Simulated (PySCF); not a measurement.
# Ionisation energy of Be³⁺ by level of theory

Be³⁺ 1s1 (2S) → Be⁴⁺ (bare nucleus), as a difference of total energies. Calculation: PySCF 2.14, in an uncontracted even-tempered set (15 s from 0.49 bohr⁻², ratio 2.2; 7 p from 0.82 bohr⁻², ratio 2.4; 4 d from 2.5 bohr⁻², ratio 2.4; 3 f from 3.7 bohr⁻², ratio 2.4; 3 g from 5.5 bohr⁻², ratio 2.4); no relativity, point nucleus. The calculations carry no spin-orbit coupling.

| method | ionisation energy (eV) | difference from reference (eV) |
| --- | --- | --- |
| UHF | 217.69 | -0.03 |
| LDA | 213.91 | -3.81 |
| PBE | 217.17 | -0.55 |
| PBE0 | 217.34 | -0.38 |
| r2SCAN | 217.70 | -0.02 |
| PW91 | 217.32 | -0.40 |
| BP86 | 217.28 | -0.44 |

Reference: 217.72 eV (theoretical estimate listed by NIST; NIST Atomic Spectra Database, ionization energies).
